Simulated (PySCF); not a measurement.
C5H4F2.

```xyz
11

F      1.4429    -1.4835     0.0000
C      0.6760    -0.3959     0.0000
C     -0.6729    -0.3461     0.0000
F     -1.5276    -1.3659     0.0000
C     -1.1190     1.0825     0.0000
C      0.1852     1.8416     0.0000
C      1.2144     0.9662     0.0000
H     -1.7367     1.3177     0.8862
H     -1.7367     1.3177    -0.8862
H      0.2519     2.9290     0.0000
H      2.2815     1.1906     0.0000
```
Charge 0, spin multiplicity 1.

Geometry: B3LYP-D3(BJ)/def2-SVP. Other conformers were not sampled.

Level of theory: PySCF with B3LYP/pcSseg-1. Non-relativistic, no solvent.

Computed absolute GIAO shielding of each atom: isotropic value and principal components (ppm):
| atom | σ(iso) | σ11 | σ22 | σ33 | span |
|---|---|---|---|---|---|
| F1 | 326.3 | 239.1 | 303.2 | 436.5 | 197.4 |
| C2 | 27.5 | -35.3 | 50.1 | 67.8 | 103.1 |
| C3 | 24.0 | -31.8 | 37.7 | 66.0 | 97.8 |
| F4 | 323.9 | 237.4 | 272.3 | 462.0 | 224.5 |
| C5 | 140.5 | 132.1 | 137.9 | 151.5 | 19.4 |
| C6 | 52.3 | -60.6 | 59.2 | 158.4 | 219.0 |
| C7 | 42.3 | -60.7 | 52.5 | 135.0 | 195.7 |
| H8 | 28.3 | 24.5 | 26.7 | 33.8 | 9.3 |
| H9 | 28.3 | 24.5 | 26.7 | 33.8 | 9.3 |
| H10 | 25.5 | 24.3 | 25.5 | 26.8 | 2.6 |
| H11 | 25.0 | 23.9 | 24.1 | 26.8 | 2.9 |
